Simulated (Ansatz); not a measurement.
Consider the formal exchange of groups at the Si–C bond: `O[SiH2]CBr` + `FC[SiH3]` → `O[SiH2][SiH2]CF` + `CBr`.

Isolated molecules relaxed with PBE0-D4/def2-TZVP in Ansatz; ΔE leaves out vibrations. CBS: MP2 limit from def2 TZ/QZ plus the TZ coupled-cluster correction, frozen cores. Functionals use def2-TZVPP. B3LYP here is the variant with VWN-RPA as its local correlation; programs differ in this. For Br outer-core shells are correlated without core-valence functions, which leaves a few kJ/mol of doubt a bond. Scalar relativity is left out up to krypton. One conformer a species, not always the lowest.

| level | ΔE (kJ/mol) |
| --- | --- |
| PBE-D4 | -3.8 |
| B3LYP-D4 | 5.7 |
| B2PLYP | 10.4 |
| PBE0 | -0.1 |
| HF/def2-TZVPP | 13.9 |
| CCSD/def2-TZVPP | 11.5 |
| HF/CBS(def2) | 14.5 |
| MP2/CBS(def2) | 19.0 |

Problem. What does CCSD(T)/CBS give? (Best estimate.)

Solution. Computed: +12.4 kJ/mol. The listed levels differ from it by -16.2, -6.7, -2.0, -12.5, 1.5, -0.9, 2.1, 6.6 kJ/mol.

Largest T1 diagnostic among the species: 0.012.

From PBE to PBE0 (25 % exact exchange), in def2-TZVPP and without D4, ΔE moves by +3.7 kJ/mol.
